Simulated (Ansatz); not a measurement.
The same group exchange along the group O, S, Te.

Computed with Ansatz on PBE0-D4/def2-TZVP structures; ΔE is electronic, products minus reactants. CCSD(T)/CBS is the MP2 limit (def2-TZVPP, def2-QZVPP) plus CCSD(T) − MP2 in def2-TZVPP, frozen cores. This one scheme is used for every species. DFT in def2-TZVPP. B3LYP here is the variant with VWN-RPA as its local correlation; programs differ in this. Elements past krypton have def2 core potentials. For Te outer-core shells are correlated without core-valence functions, which leaves a few kJ/mol of doubt a bond. Each species was taken in one conformer, which may not be the lowest.

```
                                 reaction  B3LYP-D4 (kJ/mol)  PBE-D4 (kJ/mol)
        `OBCl` + `CBN` → `CB(N)O` + `BCl`                 35               40
        `SBCl` + `CBN` → `CB(N)S` + `BCl`                 24               29
`ClB[TeH]` + `CBN` → `CB(N)[TeH]` + `BCl`                 16               23
```

Q: Give the CCSD(T)/CBS values in the same order. (Best estimate.)

A: The calculation gave: 32, 22, 13 kJ/mol.

Largest T1 diagnostic: 0.014, for `ClB[TeH]`.
